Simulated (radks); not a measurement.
The numbers below are computed, except where a source is named.
All-electron atom: Eu3+ in [Xe] 4f5 6d1 (not the ground configuration). Level of theory: Dirac Kohn-Sham, LDA (Slater exchange, Perdew-Wang correlation), spin-unpolarised, spherical densities, point nucleus; open shells fill j = l - 1/2 first (a radial shooting solver on a logarithmic mesh with Libxc functionals).

Radial electron density D(r) = 4 pi r^2 rho(r):

```
   r/bohr * D(r) (the largest magnitude, 110, reaches the edge; | marks zero)
 0.001266 |  *
 0.001486 |   *
  0.00173 |    *
  0.00203 |     *
 0.002364 |       *
 0.002774 |         *
 0.003229 |           *
  0.00379 |              *
 0.004412 |                 *
 0.005177 |                    *
 0.006027 |                        *
 0.007073 |                            *
 0.008234 |                                *
 0.009662 |                                    *
  0.01125 |                                       *
   0.0132 |                                         *
  0.01537 |                                          *
  0.01803 |                                         *
  0.02099 |                                        *
  0.02464 |                                      *
  0.02868 |                                     *
  0.03366 |                                     *
  0.03918 |                                        *
  0.04598 |                                             *
  0.05353 |                                                  *
  0.06282 |                                                      *
  0.07313 |                                                      *
  0.08582 |                                                  *
  0.09991 |                                             *
   0.1172 |                                         *
   0.1365 |                                         *
   0.1602 |                                             *
   0.1865 |                                                *
   0.2188 |                                             *
   0.2547 |                                     *
   0.2989 |                          *
    0.348 |                    *
   0.4084 |                   *
   0.4754 |                      *
   0.5579 |                      *
   0.6495 |                   *
   0.7622 |             *
   0.8874 |         *
    1.041 |      *
    1.212 |     *
    1.423 |    *
    1.656 |  *
    1.944 | *
    2.263 |*
    2.655 *
    3.091 *
    3.627 *
    4.223 *
    4.955 *
    5.769 *
     6.77 *
    7.881 *
    9.249 *
    10.77 *
```

D(r) has 5 maxima, at r = 0.0156, 0.0686, 0.191, 0.523, 4.47 bohr, and minima at 0.0301, 0.126, 0.380, 3.30 bohr, inside which lie 2.02, 11.16, 29.26, 59.11 electrons.
